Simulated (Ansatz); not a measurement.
Born–Oppenheimer molecular dynamics of BFH₆N₂O (11 atoms, charge 0, multiplicity 1). It starts at the highest image of a converged band. Of that band: The profile has 3 maxima (images 2, 4, 7) with wells between them (images 3, 6): this band takes more than one step, which may be the mechanism or a detour left from its start path. A vibrational analysis at the climbing image gives one clearly imaginary mode, 680i cm⁻¹: a first-order saddle point.

All numbers below come from RKS PBE/def2-SVP in Ansatz 0.2.0.

* ensemble: NVE (velocity Verlet)
* time step: 0.5 fs
* steps asked: 200
* starting velocities drawn for: 100 K
* seed: 10762

First frame:

```xyz
11
Properties=species:S:1:pos:R:3
B -0.002 0.189 -0.037
O 0.102 -0.445 1.409
H -0.768 -0.880 1.528
N 1.216 -0.006 -0.762
H 2.082 -0.124 -0.234
H 1.367 0.527 -1.619
N -1.323 0.062 -0.635
H -1.984 0.820 -0.452
H -1.353 -0.206 -1.621
F -0.097 1.691 0.924
H -0.025 0.694 1.626
```

**Question.** How far do the bonds stretch over the last three quarters of this one trajectory? (Pairs bonded in most of those frames.)

**Answer.** 
```
  bond  mean (Å)  spread (Å)  shortest  longest
 B1–N4     1.442       0.028      1.38     1.48
 B1–N7     1.448       0.039      1.40     1.52
B1–F10     1.375       0.045      1.29     1.52
 O2–H3     0.986       0.012      0.96     1.01
O2–H11     0.978       0.005      0.97     1.00
 N4–H5     1.024       0.014      1.00     1.05
 N4–H6     1.029       0.010      1.01     1.05
 N7–H8     1.022       0.010      1.00     1.04
 N7–H9     1.021       0.010      1.00     1.04
```

Pairs bonded in part of these frames only: B1–O2 15 %.

Mean temperature of the second half: 698 K. The conserved energy stayed within 0.077 meV per atom of its start (net change 0.042 meV per atom), so the integration is sound. The kinetic energy rose, since the run started high on the potential surface and went downhill. It ends in pieces (BFH4N2 + H2O), so much of that is their flight and rotation, not heat. A run of 0.1 ps of so small a system gives no equilibrium averages. The orbitals stay closed-shell, which can raise the energy where a bond breaks towards radicals; this wasn't checked here.

Time of the run: 2.7 min on 2 threads of Intel(R) Xeon(R) 6975P-C (Granite Rapids), with other jobs on the host, peak memory 0.15 GiB.
